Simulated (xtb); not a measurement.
H8NSi2, SMILES [SiH3][NH2+][SiH3], charge +1. All values are semi-empirical tight-binding results from xtb (GFN2-xTB unless named), good for trends rather than for accurate numbers. Geometry: GFN2-xTB. The isomer is the one that the SMILES or the coordinates give; other isomers of the formula were not compared.

Optimised geometry:

Bonds (Å): Si1–N2 1.890, Si1–H4 1.457, Si1–H5 1.455, Si1–H6 1.455, N2–Si3 1.890, N2–H7 1.019, N2–H8 1.019, Si3–H9 1.455, Si3–H10 1.455, Si3–H11 1.457. Angles (°): N2–Si1–H4 101.7, N2–Si1–H5 101.3, N2–Si1–H6 101.4, H4–Si1–H5 116.0, H4–Si1–H6 116.0, H5–Si1–H6 116.4, Si1–N2–Si3 120.3, Si1–N2–H7 107.8, Si1–N2–H8 107.7, Si3–N2–H7 107.7, Si3–N2–H8 107.8, H7–N2–H8 104.5, N2–Si3–H9 101.4, N2–Si3–H10 101.3, N2–Si3–H11 101.7, H9–Si3–H10 116.4, H9–Si3–H11 116.0, H10–Si3–H11 116.0.
Charge +1, spin multiplicity 1.

```json
{
  "point_group_as_xtb_finds_it": "C2v",
  "orbital_gap": "5.45 eV",
  "zero_point_energy": "47.2 kcal/mol",
  "G − E(el) at 298.15 K (modified RRHO)": "29.0 kcal/mol",
  "static polarisability (D4 model)": "66.3 bohr³",
  "solvation energy, GFN2-xTB/ALPB(water)": "-45.4 kcal/mol",
  "solvation energy, GFN2-xTB/ALPB(benzene)": "-39.0 kcal/mol"
}
```

Question: Give the atomic charges and the Wiberg bond orders between heavy atoms. (An estimate is asked for; the answer gives what the named calculation found.)

Answer: charges (e) Si1 0.52, N2 -0.38, Si3 0.52, H4 -0.01, H5 -0.01, H6 -0.01, H7 0.20, H8 0.20, H9 -0.01, H10 -0.01, H11 -0.01. Bond orders Si1–N2 0.69, N2–Si3 0.69.
